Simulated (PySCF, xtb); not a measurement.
C2H6Si, SMILES C=C[SiH3].

Harmonic wavenumbers (cm⁻¹) from GFN2-xTB (xtb) at its own minimum, in rising order: 82, 293, 410, 543, 599, 712, 784, 789, 795, 920, 1009, 1030, 1277, 1424, 1671, 2237, 2245, 2267, 3020, 3067, 3095.

Task: What does B3LYP-D3(BJ)/def2-TZVP run with PySCF give at its own minimum? (An estimate is asked for; the answer gives what the named calculation found.)

Result: 142, 278, 427, 620, 719, 719, 941, 946, 966, 1000, 1036, 1046, 1302, 1450, 1658, 2215, 2219, 2229, 3110, 3119, 3192. Paired by order, the mean absolute difference is 62 cm⁻¹ and the zero-point energies are 40.4 and 41.9 kcal/mol.
